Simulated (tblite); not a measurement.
C3HClN2O2.
Z-matrix (Å and degrees, GFN2-xTB geometry), rows numbered from 1:
```
O 
C   1  1.1975
C   2  1.4669  1  125.03
N   3  1.3029  2  125.76  1  -179.94
N   4  1.3291  3  107.97  2   179.98
C   5  1.3031  4  106.51  3    -0.00
Cl  6  1.6686  5  127.50  4   179.97
O   6  1.3410  5  112.35  4    -0.00
H   2  1.1027  1  123.89  3  -179.97
```

Computed with GFN2-xTB (tblite): harmonic, unscaled wavenumbers at the GFN2-xTB geometry, gas phase. The method is semi-empirical: single wavenumbers can be off by several per cent or more. One conformer, not necessarily the lowest.

Harmonic wavenumbers (cm⁻¹): 109.4, 131.8, 165.7, 304.7, 319.5, 442.7, 539.1, 666.9, 691.9, 755.1, 919.3, 969.3, 1006.6, 1117.1, 1194.3, 1255.2, 1319.7, 1437.7, 1493.9, 1763.1, 2834.3.

A = 5009, B = 1041, C = 862.1 MHz; mass 131.973 u (most abundant isotopes); point group Cs, symmetry number 1.

Problem. What is the zero-point energy?

Solution. ½Σν̃ = 9719 cm⁻¹ = 116.26 kJ/mol.

Problem. What is S at 298.15 K and 1 bar for an ideal gas of classical rigid rotors and harmonic oscillators?

Solution. Translation 169.75, rotation 119.91, vibration 59.41: S = 349.1 J/(mol K).

Problem. And Cp and H(298.15 K) − H(0)?

Solution. Cp = 101.44 J/(mol K), of which vibrations give 68.18 (their classical limit is 21 R = 174.6); H(298.15 K) − H(0) = 19.96 kJ/mol without the zero-point energy, 10.05 from vibrations.

Problem. How do the functions run with temperature in this model?

Solution. 
```
T (K)  S (J/(mol K))  Cp (J/(mol K))  H − H(0) (kJ/mol)  G − H(0) (kJ/mol)  ln q(vib)
  100          266.8            56.3               4.25             -22.44       0.52
  200          313.2            79.7              11.07             -51.57       1.77
  300          349.7           101.8              20.15             -84.76       3.12
  500          410.8           138.1              44.38            -161.02       5.83
  800          483.2           168.6              90.95            -295.60       9.65
 1000          522.1           179.5             125.84            -396.23      11.98
```

q(vib) and H(0) count from the zero-point level.

Problem. Blend soft modes into free rotors: weight 1/[1 + (100 cm⁻¹/ν̃)⁴] for the oscillator and the rest for a rotor with moment μB/(μ + B), μ = h/(8π²ν), B = 10⁻⁴⁴ kg m². What vibrational entropy results?

Solution. 58.15 J/(mol K) in place of 59.41, which changes −T·S at 298.15 K by +0.37 kJ/mol.

Problem. Which modes carry the vibrational entropy at 298.15 K?

Solution. 109.4 cm⁻¹: 13.72; 131.8 cm⁻¹: 12.22; 165.7 cm⁻¹: 10.39; 304.7 cm⁻¹: 5.82; 319.5 cm⁻¹: 5.49; 442.7 cm⁻¹: 3.42 J/(mol K); the other 15 give 8.34 together.

Hindered rotation and anharmonicity are outside this model. Other conformers, if any are populated, would add a mixing term that is left out.
